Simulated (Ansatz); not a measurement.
Si2N2O (the lowest singlet isomer of a short search). Charge 0, multiplicity 1. Geometry r2SCAN-D4/def2-SVP, basis def2-TZVP, Ansatz.

Cartesian coordinates in Å:
```
Si 0.445 0.206 1.911
Si 1.136 0.130 -0.364
N -1.646 0.475 -1.524
N -0.711 0.280 -0.929
O 0.776 -1.092 0.906
```

```csv
run,HOMO (eV),LUMO (eV)
A,-4.90,-3.47
B,-7.22,-0.53
C,-5.05,-3.40
D,-4.71,-3.29
E,-5.65,-2.61
```

The structure comes from a short search, and lower isomers may exist.

**Question.** The runs used BLYP, PBE, PBE0, r2SCAN, ωB97M-V. Estimate which is which.

**Answer.** A PBE (0 % exact exchange); B ωB97M-V (range-separated); C r2SCAN (0 % exact exchange); D BLYP (0 % exact exchange); E PBE0 (25 % exact exchange). Exact exchange lowers occupied and raises empty levels; among semilocal functionals meta-GGAs tend to open the gap a little, and such runs are hard to tell apart. The gap grows from 1.42 eV (BLYP) to 6.69 eV (ωB97M-V).
